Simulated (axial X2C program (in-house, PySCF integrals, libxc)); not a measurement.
# Outer orbitals of MoSe⁺ at 2.234 Å, B97-3

Computed with an in-house all-electron X2C program for linear molecules (integrals from PySCF). Spin-free means the one-electron spin-free X2C Hamiltonian; two-component (2c) means X2C with spin–orbit coupling and atomic mean-field two-electron Coulomb and Gaunt terms, so the difference of the two also holds small scalar two-electron terms. Basis: Mo dyall-cv3z [11s12p9d5f3g], Se dyall-cv3z [8s9p6d4f1g] (cores contracted in-house); Gaussian nuclei, density fitting, unrestricted open shells. Masses: Mo 97.905 u, Se 79.917 u.

The distance is close to the 2c PBE0 minimum; the highest filled and lowest empty levels are listed.

Spin-free orbitals, state M_S = 3/2, Λ = 0 (beyond evenly filled blocks: σα, δ+α, δ-α) (Löwdin shares):

```
symmetry  occupied  ε (eV)              atomic character
      σβ       yes  -25.39  69% Se s, 11% Mo d, 10% Mo p
      σα       yes  -24.34  67% Se s, 12% Mo d, 10% Mo p
      σα       yes  -15.01   47% Mo d, 45% Se p, 5% Se s
      σβ       yes  -14.46   68% Se p, 21% Mo d, 6% Mo s
     π-α       yes  -13.94            63% Mo d, 31% Se p
     π+α       yes  -13.94            63% Mo d, 31% Se p
     π-β       yes  -13.93   69% Se p, 21% Mo d, 5% Mo f
     π+β       yes  -13.93   69% Se p, 21% Mo d, 5% Mo f
     δ-α       yes  -13.37                     100% Mo d
     δ+α       yes  -13.37                     100% Mo d
      σα       yes  -12.08  38% Mo s, 33% Mo d, 28% Se p
     π+α        no   -9.14  46% Se p, 36% Mo d, 10% Mo p
     π-α        no   -9.14  46% Se p, 36% Mo d, 10% Mo p
      σβ        no   -9.04   50% Mo s, 41% Mo d, 6% Se p
     δ-β        no   -8.11                      99% Mo d
     δ+β        no   -8.11                      99% Mo d
```

Spinors with spin–orbit coupling (state Ω = 3/2):

| ω | occupied | ε (eV) | atomic character | λ mixture |
| --- | --- | --- | --- | --- |
| -1/2 | yes | -25.39 | 69% Se s, 11% Mo d, 10% Mo p | 100% σ |
| 1/2 | yes | -24.35 | 67% Se s, 12% Mo d, 10% Mo p | 100% σ |
| 1/2 | yes | -15.02 | 46% Mo d, 45% Se p, 5% Se s | 99% σ, 1% π |
| -1/2 | yes | -14.48 | 68% Se p, 21% Mo d, 6% Mo s | 98% σ, 2% π |
| 1/2 | yes | -14.05 | 68% Se p, 21% Mo d, 5% Mo f | 99% π, 1% σ |
| -1/2 | yes | -13.99 | 62% Mo d, 32% Se p | 98% π, 2% σ |
| 3/2 | yes | -13.88 | 65% Mo d, 29% Se p | 100% π |
| -3/2 | yes | -13.82 | 66% Se p, 24% Mo d, 4% Mo f | 98% π, 2% δ |
| -3/2 | yes | -13.45 | 98% Mo d | 98% δ, 2% π |
| 5/2 | yes | -13.28 | 100% Mo d | 100% δ |
| 1/2 | yes | -12.07 | 38% Mo s, 32% Mo d, 28% Se p | 100% σ |
| -1/2 | no | -9.24 | 42% Se p, 37% Mo d, 8% Mo p | 90% π, 10% σ |
| -1/2 | no | -9.07 | 45% Mo s, 41% Mo d, 9% Se p | 90% σ, 10% π |
| 3/2 | no | -9.06 | 47% Se p, 35% Mo d, 10% Mo p | 100% π, 0% δ |
| 3/2 | no | -8.19 | 99% Mo d | 99% δ, 1% π |

Q: How does the gap between the highest filled and lowest empty level change from the spin-free to the 2c table?

A: From 2.94 to 2.83 eV at B97-3, a change of -0.11 eV.

Mulliken charges and populations of the two-component result (they depend on the basis, above all on diffuse functions):

Mo 0.71 e (s 8.56 p 18.10 d 14.60 f 0.03 g 0.01), Se 0.29 e (s 7.96 p 15.69 d 10.05 f 0.01). ⟨Lz⟩ = 0.00 ħ and ⟨Sz⟩ = 1.50 ħ (1.96 and -0.47 on the two atoms), which add up to Ω.

The state is one determinant whose occupation by symmetry is held fixed; it was picked as the lowest of a PBE0 search that is not exhaustive. Density functionals use the spin component along the axis (collinear). With several unpaired electrons one determinant need not be a pure state. This is the top spin component of a Σ state; components of lower Ω are not single determinants and can lie lower. The determinant is spin-polarised beyond a pure state at some levels (its spin-free form has ⟨S²⟩ too high), which makes Re and μ there less reliable.
